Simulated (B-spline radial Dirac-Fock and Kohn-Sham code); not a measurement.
## Eu³⁶⁺: L3-M23M23 lines in intermediate coupling

System: europium as Eu³⁶⁺ in the configuration [Ar] 3d9.

These are calculated numbers from an atomic code on a B-spline grid; the model is relaxed Dirac-Fock hole states (ΔSCF) with Breit and QED corrections and a finite nucleus. The two-hole levels come from diagonalising the Coulomb interaction among the jj configurations; intensities are independent-particle Coulomb rates. Kinetic energies are from the vacuum level. The model has no electron correlation. Open outer shells are spectators and are not coupled to the holes.

```tsv
kinetic energy (eV)	J	leading jj holes (weight)	leading LS term (weight)	intensity (%)
2310.4	0	M2M2 (1.00)	³P0 (0.62)	0.4
2457.1	2	M2M3 (1.00)	¹D2 (0.70)	30.2
2465.6	1	M2M3 (1.00)	³P1 (1.00)	13.1
2589.4	0	M3M3 (1.00)	¹S0 (0.62)	13.2
2605.2	2	M3M3 (1.00)	³P2 (0.70)	43.1
```

The strongest line, by its leading LS label ³P2, lies at 2605.2 eV. The mean weight of the leading component is 1.00 in jj and 0.73 in LS coupling, so jj labels describe these levels better.
